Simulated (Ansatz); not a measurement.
Born–Oppenheimer molecular dynamics of CH$_{3}$BF$_{2}$ (7 atoms, charge 0, multiplicity 1). It starts from a relaxed structure.

Level of theory: Ansatz, RKS revPBE/def2-SVP.

| Property | Result |
| --- | --- |
| ensemble | NVT, Nosé–Hoover chain |
| time step | 0.5 fs |
| steps asked | 150 |
| set temperature | 100 K |
| thermostat | time constant 300 fs, chain length 5 |
| seed | 832769 |

Frames 5 fs apart, positions in Å, forces in eV/Å.

Velocities at 5.0 fs (Å/ps):

```
B -1.26 -0.73 1.53
C -1.32 0.96 -1.91
H 7.63 -10.07 2.37
H 13.52 5.08 -5.21
H -10.40 -2.02 -2.42
F -0.63 -0.71 0.07
F 1.62 0.89 0.55
```

```xyz
7
Properties=species:S:1:pos:R:3:forces:R:3 time_fs=5.0 energy_less_start_eV=0.027 T=59
B -0.019 -0.012 0.034 0.83 0.15 -0.95
C -0.016 -0.019 1.575 0.06 -0.03 0.89
H -0.962 -0.365 2.040 0.01 0.02 -0.11
H 0.818 -0.642 1.953 0.05 -0.03 0.08
H 0.178 1.009 1.960 -0.01 -0.05 -0.10
F 1.137 -0.003 -0.683 -0.42 -0.04 0.39
F -1.122 0.030 -0.702 -0.51 -0.02 -0.21
7
Properties=species:S:1:pos:R:3:forces:R:3 time_fs=10.0 energy_less_start_eV=0.029 T=56
B -0.016 -0.014 0.031 0.56 0.17 -0.62
C -0.019 -0.018 1.575 0.47 -0.35 0.65
H -0.934 -0.417 2.044 -0.12 -0.01 -0.04
H 0.863 -0.601 1.928 -0.17 0.10 0.10
H 0.129 1.015 1.946 0.00 0.15 0.03
F 1.132 -0.007 -0.680 -0.09 -0.04 0.21
F -1.118 0.034 -0.701 -0.66 -0.03 -0.33
7
Properties=species:S:1:pos:R:3:forces:R:3 time_fs=15.0 energy_less_start_eV=0.022 T=66
B -0.002 -0.013 0.016 -0.54 0.08 0.49
C -0.014 -0.021 1.586 0.06 0.20 -0.11
H -0.925 -0.468 2.035 0.08 0.10 -0.06
H 0.888 -0.547 1.935 0.14 -0.12 0.29
H 0.077 1.040 1.934 -0.08 -0.23 0.00
F 1.126 -0.011 -0.675 0.73 -0.01 -0.38
F -1.122 0.038 -0.704 -0.39 -0.01 -0.24
7
Properties=species:S:1:pos:R:3:forces:R:3 time_fs=20.0 energy_less_start_eV=0.019 T=71
B 0.002 -0.009 0.010 -0.78 -0.06 0.79
C -0.006 -0.023 1.597 0.44 -0.25 -0.43
H -0.907 -0.503 2.018 -0.06 -0.01 0.07
H 0.921 -0.507 1.997 -0.35 0.15 -0.06
H 0.010 1.032 1.929 -0.03 0.17 0.16
F 1.128 -0.015 -0.674 0.79 0.01 -0.53
F -1.130 0.042 -0.710 -0.01 0.01 0.01
7
Properties=species:S:1:pos:R:3:forces:R:3 time_fs=25.0 energy_less_start_eV=0.015 T=76
B -0.010 -0.007 0.019 0.19 -0.12 -0.04
C 0.006 -0.027 1.600 -0.76 0.47 -0.15
H -0.894 -0.535 2.010 0.10 0.03 -0.02
H 0.908 -0.450 2.058 0.34 -0.17 -0.01
H -0.066 1.038 1.949 0.03 -0.26 -0.09
F 1.139 -0.020 -0.680 -0.16 0.03 -0.01
F -1.139 0.046 -0.716 0.26 0.01 0.31
7
Properties=species:S:1:pos:R:3:forces:R:3 time_fs=30.0 energy_less_start_eV=0.043 T=34
B -0.017 -0.007 0.028 0.82 -0.09 -0.73
C 0.009 -0.025 1.600 -0.14 -0.18 0.23
H -0.868 -0.568 2.002 -0.07 -0.14 0.04
H 0.933 -0.414 2.098 -0.26 0.12 -0.44
H -0.136 1.012 1.960 0.05 0.27 0.02
F 1.149 -0.024 -0.685 -0.83 0.03 0.39
F -1.145 0.050 -0.718 0.43 -0.01 0.49
7
Properties=species:S:1:pos:R:3:forces:R:3 time_fs=35.0 energy_less_start_eV=0.023 T=64
B -0.009 -0.010 0.022 0.36 0.02 -0.39
C 0.004 -0.023 1.603 -0.89 0.30 -0.22
H -0.846 -0.624 1.999 0.12 0.02 -0.03
H 0.937 -0.366 2.059 0.40 -0.13 0.05
H -0.194 1.019 1.967 0.10 -0.18 -0.10
F 1.149 -0.027 -0.686 -0.60 0.00 0.26
F -1.145 0.054 -0.714 0.51 -0.03 0.43
7
Properties=species:S:1:pos:R:3:forces:R:3 time_fs=40.0 energy_less_start_eV=0.016 T=76
B 0.006 -0.011 0.009 -0.61 0.11 0.52
C -0.012 -0.018 1.603 0.56 -0.31 -0.52
H -0.807 -0.682 1.994 -0.04 -0.01 0.06
H 0.985 -0.332 2.011 -0.45 0.15 -0.07
H -0.232 1.006 1.959 -0.03 0.13 0.10
F 1.142 -0.031 -0.685 0.20 -0.02 -0.23
F -1.139 0.057 -0.704 0.36 -0.05 0.14
7
Properties=species:S:1:pos:R:3:forces:R:3 time_fs=45.0 energy_less_start_eV=0.025 T=61
B 0.010 -0.011 0.007 -0.73 0.13 0.80
C -0.023 -0.017 1.593 -0.04 0.05 -0.47
H -0.769 -0.736 1.997 0.02 0.16 -0.04
H 0.974 -0.277 1.964 0.34 -0.09 0.35
H -0.274 1.005 1.965 -0.05 -0.18 -0.03
F 1.137 -0.035 -0.686 0.55 -0.04 -0.38
F -1.128 0.060 -0.693 -0.09 -0.03 -0.23
7
Properties=species:S:1:pos:R:3:forces:R:3 time_fs=50.0 energy_less_start_eV=0.023 T=65
B 0.000 -0.007 0.020 0.33 0.05 -0.05
C -0.030 -0.017 1.575 0.83 -0.14 0.58
H -0.732 -0.762 1.994 -0.12 -0.01 -0.04
H 0.994 -0.230 1.977 -0.36 0.06 -0.02
H -0.329 0.977 1.968 -0.10 0.05 -0.03
F 1.138 -0.039 -0.691 0.03 -0.02 0.03
F -1.119 0.063 -0.685 -0.61 0.01 -0.48
7
Properties=species:S:1:pos:R:3:forces:R:3 time_fs=55.0 energy_less_start_eV=0.032 T=51
B -0.005 -0.003 0.032 0.83 -0.04 -0.87
C -0.024 -0.018 1.567 -0.17 0.05 0.99
H -0.717 -0.784 1.978 0.01 -0.01 -0.11
H 0.970 -0.179 2.002 0.30 -0.06 0.15
H -0.405 0.951 1.962 0.00 0.01 -0.09
F 1.139 -0.044 -0.695 -0.33 0.01 0.32
F -1.117 0.066 -0.683 -0.65 0.04 -0.39
7
Properties=species:S:1:pos:R:3:forces:R:3 time_fs=60.0 energy_less_start_eV=0.009 T=86
B 0.008 0.001 0.027 0.18 -0.07 -0.48
C -0.019 -0.018 1.578 0.07 0.12 0.55
H -0.703 -0.813 1.940 0.04 -0.10 0.02
H 0.981 -0.137 2.051 -0.22 0.01 -0.08
H -0.481 0.929 1.938 0.10 -0.01 0.01
F 1.138 -0.048 -0.697 0.01 0.02 0.06
F -1.123 0.069 -0.685 -0.18 0.03 -0.09
```

Of the whole run (75 fs, mean temperature of the second half 65 K): The conserved energy stayed within 0.026 meV per atom of its start (net change 0.0061 meV per atom), so the integration is sound. The mean temperature of the second half is 35 % below the set value. A run of 0.075 ps of so small a system gives no equilibrium averages.

Run time: 3.3 min on 1 thread of AMD EPYC 7R43 64-Core Processor (Zen 3) (shared host), peak memory 0.13 GiB.
